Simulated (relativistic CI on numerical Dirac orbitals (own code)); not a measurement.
Line list: Forbidden lines, Bi36+

Calculated at this level of theory: Dirac-Coulomb-Breit CI, separate exchange-only KLI orbitals for each configuration, model QED (radiative potential, 1s self-energy scaled to tabulated hydrogen-like ionisation energies), unscaled Slater integrals (own radial code, finite nucleus).

Configuration list (outside the closed core [Ar] 3d10): 4s2 4p6 4d10 4f, 4s2 4p6 4d9 4f2, 4s2 4p6 4d10 5s, 4s2 4p5 4d10 4f2, 4s2 4p6 4d10 5p, 4s 4p6 4d10 4f2, 4s2 4p6 4d10 5d, 4s2 4p6 4d9 4f 5s, 4s2 4p6 4d10 5f, 4s2 4p6 4d9 4f 5p, 4s2 4p6 4d10 5g, 4s2 4p6 4d10 6s, 4s2 4p6 4d10 6p, 4s2 4p5 4d10 4f 5s, 4s2 4p6 4d10 6d, 4s2 4p6 4d9 4f 5f, 4s2 4p6 4d10 6f, 4s2 4p6 4d10 7s, 4s 4p6 4d10 5s2, 4s2 4p6 4d10 7d, 4s2 4p5 4d10 4f 5d. Double excitations out of closed p, d and f shells are left out; levels of such configurations are missing from the list, as are those of other unlisted configurations, and high levels can miss mixing partners.

```
λ vac (Å)                         Lower                         Upper  Type   A (s⁻¹)  E lower (cm⁻¹)  E upper (cm⁻¹)
   46.684   4s2 4p6 4d10 4f 2F°_5/2 [1]   4s2 4p6 4d9 4f2 2P_1/2 [51]    M2  1.74e+04               0         2142080
   47.839   4s2 4p6 4d10 4f 2F°_7/2 [2]  4s2 4p6 4d9 4f2 2H_11/2 [54]    M2  2.12e+04           64708         2155032
   48.703   4s2 4p6 4d10 4f 2F°_5/2 [1]   4s2 4p6 4d9 4f2 4D_1/2 [29]    M2  9.59e+04               0         2053279
   48.953   4s2 4p6 4d10 4f 2F°_7/2 [2]  4s2 4p6 4d9 4f2 2H_11/2 [41]    M2  2.53e+03           64708         2107480
   49.117   4s2 4p6 4d10 4f 2F°_7/2 [2]  4s2 4p6 4d9 4f2 2H_11/2 [39]    M2  4.83e+04           64708         2100650
   49.740   4s2 4p6 4d10 4f 2F°_7/2 [2]  4s2 4p6 4d9 4f2 4H_11/2 [32]    M2  1.21e+04           64708         2075172
   49.837   4s2 4p6 4d10 4f 2F°_5/2 [1]   4s2 4p6 4d9 4f2 4P_1/2 [16]    M2  2.08e+04               0         2006555
   51.282   4s2 4p6 4d10 4f 2F°_7/2 [2]  4s2 4p6 4d9 4f2 4H_11/2 [18]    M2  3.39e+03           64708         2014695
   427.03   4s2 4p6 4d9 4f2 2K_13/2 [6]  4s2 4p6 4d9 4f2 4K_11/2 [60]    M1  1.51e+05         1958806         2192983
   475.75  4s2 4p6 4d9 4f2 4I_11/2 [10]  4s2 4p6 4d9 4f2 4K_11/2 [60]    M1  2.77e+04         1982788         2192983
   864.85  4s2 4p6 4d9 4f2 4H_11/2 [32]  4s2 4p6 4d9 4f2 2I_13/2 [59]    M1  4.11e+03         2075172         2190800
   915.56   4s2 4p6 4d9 4f2 4F_9/2 [12]  4s2 4p6 4d9 4f2 2H_11/2 [39]    M1  2.52e+03         1991427         2100650
   1131.5   4s2 4p6 4d9 4f2 2K_13/2 [6]  4s2 4p6 4d9 4f2 2H_11/2 [25]    M1  1.95e+03         1958806         2047187
   1146.6   4s2 4p6 4d9 4f2 2K_13/2 [6]  4s2 4p6 4d9 4f2 4I_13/2 [24]    M1  2.31e+03         1958806         2046024
   1283.7  4s2 4p6 4d9 4f2 4K_15/2 [15]  4s2 4p6 4d9 4f2 2L_17/2 [33]    M1  3.13e+03         2002576         2080475
   1545.4   4s2 4p6 4d10 4f 2F°_5/2 [1]   4s2 4p6 4d10 4f 2F°_7/2 [2]    M1  3.12e+03               0           64708
   1552.8  4s2 4p6 4d9 4f2 4I_11/2 [10]  4s2 4p6 4d9 4f2 2H_11/2 [25]    M1  2.22e+03         1982788         2047187
   1581.4  4s2 4p6 4d9 4f2 4I_11/2 [10]  4s2 4p6 4d9 4f2 4I_13/2 [24]    M1  3.09e+03         1982788         2046024
   2128.7    4s2 4p6 4d9 4f2 4H_9/2 [7]  4s2 4p6 4d9 4f2 4H_11/2 [18]    M1  1.83e+03         1967718         2014695
   2284.7   4s2 4p6 4d9 4f2 2K_13/2 [6]  4s2 4p6 4d9 4f2 4K_15/2 [15]    M1  2.09e+03         1958806         2002576
```

Terms are leading LS components. Brackets give the number of a level in order of energy, since labels repeat. The list gives strong lines, with weight on those to low levels, among the lowest 400 of 735 levels, so that lines to higher ones, which can be the strongest, are missing. Levels whose partners in the same complex of configurations lie outside the list can be far off, and so can their lines. Rates are taken at the computed energies, electric ones in the length gauge.

At this charge energies of transitions that change n are usually good to better than 1 %, and those within a shell (Δn = 0) to a few per cent.

LS names give the leading component of a level, which can be under half, so a name can repeat, a term be missing and a line seem to break the LS rules.
